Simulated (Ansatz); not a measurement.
Mulliken charges of CH$_{5}$AgO (`[CH3][Ag-][OH2+]`) from r2SCAN/def2-TZVPP in Ansatz (PBE0-D4/def2-TZVP geometry).

| atom | x (Å) | y (Å) | z (Å) | charge (e) |
| --- | --- | --- | --- | --- |
| C1 | -0.983 | 1.495 | -0.425 | -0.439 |
| Ag2 | 0.182 | -0.107 | 0.147 | 0.085 |
| O3 | 1.451 | -1.887 | 0.758 | -0.361 |
| H4 | -0.452 | 2.085 | -1.174 | 0.074 |
| H5 | -1.924 | 1.139 | -0.848 | 0.072 |
| H6 | -1.192 | 2.122 | 0.444 | 0.076 |
| H7 | 0.922 | -2.630 | 1.061 | 0.246 |
| H8 | 1.995 | -2.218 | 0.036 | 0.246 |

Question: By hand: the dipole of these point charges (1 e Å = 4.8032 D).

Answer: Σ q r = (0.378, -0.779, 0.081) e Å, of length 0.870 e Å = 4.18 D.

Question: How does the dipole of the full density compare? (Estimate.)

Answer: Ansatz gave: (0.449, -0.952, 0.086) e Å, 5.07 D; the point charges give 0.82 times that, at 1° from its direction.

Point charges leave out the atoms' own dipoles, such as those of lone pairs, and Mulliken's split depends on the basis, so the two needn't agree.
